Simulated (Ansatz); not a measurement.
Cartesian coordinates in Å:
```
B -1.575 -1.715 0.244
B -0.355 -0.675 -0.222
O 0.317 -0.551 -1.413
C 1.023 0.632 -0.961
C 0.478 0.509 0.476
O -0.223 1.592 1.026
H -1.343 -2.759 0.787
H -2.731 -1.427 0.126
H 0.656 1.518 -1.484
H 2.101 0.523 -1.111
H 1.247 0.122 1.158
H 0.405 2.231 1.372
```

Charge 0, multiplicity 1.

Q: List the B3LYP/def2-TZVPP orbital energies in eV (the Gaussian-basis code of Ansatz). (Estimate.)

A: Computed: Occupied: -521.06, -520.81, -278.40, -277.92, -183.80, -183.62, -28.76, -28.10, -19.91, -17.42, -14.65, -14.18, -13.83, -12.83, -12.25, -11.21, -9.91, -9.70, -9.48, -8.79, -7.89, -7.30. Lowest empty: -2.18, -0.58, 0.72, 1.18, 1.85, 2.05, 2.44, 2.76.

B3LYP here is the variant with VWN-RPA as its local correlation; programs differ in this.
